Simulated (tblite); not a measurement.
AlBr3 (SMILES [Br][Al]([Br])[Br]), singlet, geometry from GFN2-xTB (such geometries of metal compounds can be far from the true shape); GFN1-xTB run with tblite 0.6.0.

Input for tblite:
```
$ tblite run mol.xyz --method gfn1 --charge 0 --spin 0 --spin-polarized --json tblite.json --no-restart

# file mol.xyz
4

Al    -0.00000000    -0.00000000     0.00000000
Br    -1.79907489    -1.33890033    -0.10448629
Br    -0.01545118     1.98485471    -1.04897808
Br     1.81452607    -0.64595437     1.15346437
```

The log (banner, timings and long lists left out):

```
xTB calculator
 | screened Coulomb repulsion
 | Coulomb electrostatics
 |  * isotropic Klopman-Ohno-Mataga-Nishimoto electrostatics
 |  * onsite third-order electrostatics
 | DFT-D3(BJ) dispersion correction
 | Interactions (1)
 | [1] spin polarization

halogen bonding energy    0.0000000000000E+00 Eh
repulsion energy          4.7436897829280E-02 Eh
dispersion energy        -2.0583404166023E-03 Eh
interaction energy        0.0000000000000E+00 Eh
number of electrons       2.4000000000000E+01 e
integral cutoff           4.0000000000000E+01 bohr

------------------------------------------------------------
  cycle        total energy    energy error   density error
------------------------------------------------------------
      1     -13.10944116392  -1.3154820E+01   2.8843312E-01
      2     -13.13667293013  -2.7231766E-02   1.4970538E-01
      3     -13.13594316709   7.2976304E-04   7.5865065E-02
      4     -13.13924608711  -3.3029200E-03   4.3226610E-03
      5     -13.13930341564  -5.7328532E-05   2.7204706E-04
      6     -13.13930365086  -2.3521583E-07   3.6570953E-05
      7     -13.13930365384  -2.9848923E-09   1.0030637E-06
------------------------------------------------------------

electronic energy        -1.3184682211254E+01 Eh
total energy             -1.3139303653842E+01 Eh

Post processing:
 | Mayer-Wiberg bond orders

[Info] JSON dump of results written to 'tblite.json'
```
